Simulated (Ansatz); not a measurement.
`FC[SiH2]CF`, charge 0, multiplicity 1.

(1) Give a relaxed structure at PBE0-D4/def2-TZVP (Ansatz). (Best estimate.)

## Answers

(1) Ansatz gave: 
Z-matrix (Å, degrees):
```
C
Si 1 1.892
F 1 1.393 2 109.6
H 1 1.095 2 110.9 3 -119.3
H 1 1.095 2 112.0 3 120.1
C 2 1.892 1 109.1 3 60.6
H 2 1.487 1 108.5 3 -179.3
H 2 1.487 1 110.2 3 -58.5
F 6 1.393 2 109.6 1 60.6
H 6 1.095 2 112.0 1 -179.3
H 6 1.095 2 110.9 1 -58.7
```
Point group C2.
This is one stationary point; other conformers may exist.
